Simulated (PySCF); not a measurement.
**C2H11NSi2**

C2H11NSi2 is a small molecule, neutral, singlet. The structure, one conformer, was relaxed in the gas phase by PBE0-D3(BJ)/def2-SVP. No frequency run checks that it is a minimum.

SMILES: CCN([SiH3])[SiH3]

```xyz
16

Si   -1.530   -1.264    0.118
N    -0.464    0.055   -0.294
Si   -0.905    1.743   -0.279
C     0.935   -0.274   -0.585
C     1.830   -0.308    0.645
H    -1.175   -1.924    1.416
H    -1.449   -2.320   -0.941
H    -2.920   -0.735    0.218
H    -0.470    2.383   -1.561
H    -2.384    1.844   -0.122
H    -0.253    2.512    0.831
H     1.333    0.455   -1.314
H     0.976   -1.252   -1.100
H     1.842    0.669    1.152
H     2.866   -0.561    0.369
H     1.478   -1.058    1.370
```
(Å; atoms numbered from 1)

Shieldings: GIAO PBE0/pcSseg-1. Shifts are against computed references at the same level: C TMS (σ 184.4 ppm), H TMS (σ 31.27 ppm), Si TMS (σ 352.0 ppm). Core levels by delta-SCF with SCAN, pcX-2 on the ionised atom and pcseg-1 elsewhere, spin-free X2C (2p3/2 is the spin-free 2p value less a third of a first-order spin-orbit splitting); from the vacuum level, for chosen atoms.

(1) Give the NMR and core-level values of the distinct atoms.

(2) Which of C4, C5 holds its core electrons tightest, and by how much against the loosest?

(3) By CAM-B3LYP/def2-SVPD (TDDFT singlets, Tamm-Dancoff triplets, ionisation by delta-SCF), where does absorption start, and what does vertical ionisation take?

Answers

(1) 
```
      atoms        bonded to  σ (ppm)  δ (ppm)  core level (eV)
    Si1 Si3        1 N + 3 H    395.9    -43.9     2p3/2 106.90
         N2       1 C + 2 Si    251.3        -        1s 403.94
         C4  1 C + 1 N + 2 H    138.0     46.4        1s 291.67
         C5        1 C + 3 H    168.0     16.4        1s 290.63
   H6 H7 H8             1 Si    26.55     4.72                -
 H9 H10 H11             1 Si    26.55     4.72                -
    H12 H13              1 C    28.43     2.83                -
H14 H15 H16              1 C    30.07     1.20                -
```

Values are those of this one static structure, with the three H of a rotating XH3 group averaged; atoms that internal rotation interchanges would show their mean in an NMR spectrum.

(2) C4 (bonded to 1 C + 1 N + 2 H), by 1.03 eV over C5 (bonded to 1 C + 3 H).

(3) The lowest singlet lies at 6.11 eV (f 0.001), the strongest of the first 6 at 6.94 eV (f 0.031), the lowest triplet at 5.83 eV; vertical ionisation takes 8.89 eV.
